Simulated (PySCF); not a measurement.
# Correlation energy of Eu (europium, neutral)

[Xe] 4f7 6s2, high-spin 8S determinant. Calculation: PySCF 2.14, in cc-pVDZ-X2C; the spin-free X2C one-electron Hamiltonian (Gaussian nucleus). Frozen: [Kr] 4d10; 17 electrons correlated.

```tsv
level	correlation energy (mhartree)
CCSD	-464.31
(T)	-17.73
CCSD(T)	-482.04
```

Diagnostics: T1 = 0.022, D1 = 0.0798, largest double amplitude 0.091.

Q: Is a single reference adequate?

A: Mostly. T1 lies below 0.03, but a double amplitude of this size points to a near-degeneracy that CCSD handles and MP2 describes poorly.
